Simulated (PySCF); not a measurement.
## Fine-structure interval along the 5-electron series

Calculated with PySCF 2.14 and a two-component X2C-1e Hamiltonian (Gaussian nucleus, no Breit or QED terms), each ion in its own even-tempered basis scaled to its charge; GMP2 freezes nothing and drops the highest virtual spinors. Values in cm⁻¹.

```csv
ion,configuration,GHF (screened spin-orbit),GMP2 (screened spin-orbit),GHF (bare spin-orbit)
Se²⁹⁺,[He] 2s2 2p1,397660,394680,422960
Br³⁰⁺,[He] 2s2 2p1,450700,447470,478540
Kr³¹⁺,[He] 2s2 2p1,508980,505490,539550
```

Between Z = 34 and Z = 36 the GHF (bare spin-orbit) value grows as Z to the power 4.26.
